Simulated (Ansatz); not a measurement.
`CB(N)C[SiH3]` → `[CH2]` (triplet) + `CB(N)[SiH3]`  (formal loss of a carbene)

Gas-phase electronic energies from Ansatz, PBE0-D4/def2-TZVP geometries. CBS: MP2 limit from def2 TZ/QZ plus the TZ coupled-cluster correction, frozen cores. This one scheme is used for every species. DFT in def2-TZVPP. B3LYP here is the variant with VWN-RPA as its local correlation; programs differ in this. Triplets are unrestricted, without spin–orbit coupling. Each species was taken in one conformer, which may not be the lowest.

`CB(N)C[SiH3]`:

```xyz
15

C    -1.350    0.325    1.321
B    -0.489    0.611    0.032
N    -0.007    1.901   -0.212
C    -0.130   -0.550   -0.971
Si    1.470   -1.393   -0.482
H    -1.427    1.174    2.004
H    -0.949   -0.524    1.883
H    -2.368    0.038    1.034
H     0.546    2.145   -1.016
H    -0.174    2.672    0.411
H    -0.906   -1.323   -0.981
H     0.000   -0.195   -2.000
H     1.414   -1.865    0.929
H     1.756   -2.571   -1.347
H     2.614   -0.447   -0.604
```

`[CH2]` (triplet):

```xyz
3

C     0.183   -0.136   -0.155
H     0.639    0.350    0.694
H    -0.822   -0.213   -0.539
```

`CB(N)[SiH3]`:

Z-matrix (Å, degrees):
```
C
B 1 1.573
H 1 1.095 2 110.8
H 1 1.095 2 113.7 3 121.7
H 1 1.095 2 110.7 3 -116.7
N 2 1.392 1 120.4 3 -121.9
Si 2 2.029 1 121.5 3 58.1
H 6 1.006 2 123.8 1 -180.0
H 6 1.009 2 122.7 1 0.1
H 7 1.492 2 111.7 1 59.2
H 7 1.494 2 112.3 1 179.6
H 7 1.492 2 111.6 1 -60.0
```

```
           level  ΔE (eV)  difference from CCSD(T)/CBS
       r2SCAN-D4     4.97                        -0.24
      r2SCAN0-D4     4.95                        -0.26
           B3LYP     4.97                        -0.24
           BHLYP     4.93                        -0.28
       CAM-B3LYP     5.09                        -0.12
    MP2/def2-SVP     5.10                        -0.11
   CCSD/def2-SVP     4.85                        -0.36
CCSD(T)/def2-SVP     4.93                        -0.28
   HF/def2-TZVPP     3.70                        -1.51
    HF/CBS(def2)     3.70                        -1.51
     CCSD(T)/CBS     5.21                            0
```

Largest T1 diagnostic among the species: 0.013.

In def2-TZVPP, CCSD(T) changes the Hartree–Fock value by +1.39 eV (the triples alone add +0.11 eV) and MP2 by +1.59 eV. Leaving LDA and LC-ωPBE aside and taking each functional with its dispersion term where it has one, the values, not all of them listed here, spread over 0.34 eV, from r2SCAN0-D4 to ωB97X-V. LDA lies +0.80 eV from PBE without D4.
